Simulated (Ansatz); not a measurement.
Relaxation of AlCl2H3O (7 atoms, charge 0, multiplicity 1), to a largest force component of 0.03 eV/Å in at most 50 steps.

Level of theory: Ansatz, RKS PBE0-D4/6-31G*.

```xyz
7
Properties=species:S:1:pos:R:3
Al 0.083 0.315 -0.067
Cl 0.059 0.399 2.129
Cl 1.883 0.794 -1.012
H -1.279 0.160 -0.831
O 0.400 -2.506 0.763
H -0.463 -2.942 0.748
H 0.452 -2.102 1.660
```

Task: Where does it end, and by what steps?

Result: It converged. After 8 steps the energy has fallen by 0.842 eV; H6 moved furthest, 0.54 Å. Joined: Al1–O5 (2.96 → 1.99 Å).

```json
{"step": "0", "energy less start (eV)": "0.0000", "largest force component (eV/Å)": "1.180", "accepted": "yes"}
{"step": "1", "energy less start (eV)": "-0.2040", "largest force component (eV/Å)": "1.330", "accepted": "yes"}
{"step": "2", "energy less start (eV)": "-0.4923", "largest force component (eV/Å)": "1.464", "accepted": "yes"}
{"step": "3", "energy less start (eV)": "-0.7346", "largest force component (eV/Å)": "0.906", "accepted": "yes"}
{"step": "4", "energy less start (eV)": "-0.8185", "largest force component (eV/Å)": "0.536", "accepted": "yes"}
{"step": "5", "energy less start (eV)": "-0.8365", "largest force component (eV/Å)": "0.159", "accepted": "yes"}
{"step": "6", "energy less start (eV)": "-0.8408", "largest force component (eV/Å)": "0.044", "accepted": "yes"}
{"step": "7", "energy less start (eV)": "-0.8415", "largest force component (eV/Å)": "0.034", "accepted": "yes"}
{"step": "8", "energy less start (eV)": "-0.8417", "largest force component (eV/Å)": "0.011", "accepted": "yes"}
```

```xyz
7
Properties=species:S:1:pos:R:3
Al 0.083 -0.075 0.157
Cl 0.021 0.593 2.188
Cl 1.843 0.433 -0.896
H -1.282 -0.187 -0.635
O 0.356 -1.993 0.622
H -0.390 -2.562 0.376
H 0.504 -2.091 1.579
```

Whether the end is a true minimum wasn't checked by a vibrational analysis.

The run took 32 s on 1 thread of Arm Neoverse V2, on a shared host, peak memory 0.15 GiB.
